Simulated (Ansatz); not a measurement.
Start from `[OH][Al]([SH])[CH2]F` and change one atom or group to get `[CH3][Al]([OH])[SH]`.

Ansatz, PBE0-D4/def2-TZVP geometries, multiplicity 1. Each molecule was computed in one conformer, which needn't be the lowest.

```tsv
property	`[OH][Al]([SH])[CH2]F`
zero-point energy (PBE0-D4/def2-TZVP) / kJ/mol	137.2
ideal-gas entropy at 298 K and 1 bar (rigid rotor, harmonic PBE0-D4/def2-TZVP) / J/(mol·K)	379
HOMO–LUMO gap (PBE/def2-TZVPP) / eV	5.36
LUMO energy (ωB97M-V/def2-TZVPP) / eV	1.13
HOMO energy (ωB97M-V/def2-TZVPP) / eV	-10.05
LUMO energy (B3LYP/def2-TZVPP) / eV	-0.72
```

Question: What does the change do to each property? (Estimate.)

Answer: The calculation gave: 
```
                                                                                  property  `[CH3][Al]([OH])[SH]`  shift
                                            zero-point energy (PBE0-D4/def2-TZVP) / kJ/mol                  154.8   17.6
ideal-gas entropy at 298 K and 1 bar (rigid rotor, harmonic PBE0-D4/def2-TZVP) / J/(mol·K)                    354    -25
                                                       HOMO–LUMO gap (PBE/def2-TZVPP) / eV                   5.41   0.05
                                                     LUMO energy (ωB97M-V/def2-TZVPP) / eV                   1.36   0.23
                                                     HOMO energy (ωB97M-V/def2-TZVPP) / eV                  -9.78   0.27
                                                       LUMO energy (B3LYP/def2-TZVPP) / eV                  -0.44   0.28
```

Modes under 60 cm⁻¹, often nearly free rotors, make the harmonic entropy too high.

B3LYP here is the variant with VWN-RPA as its local correlation; programs differ in this.
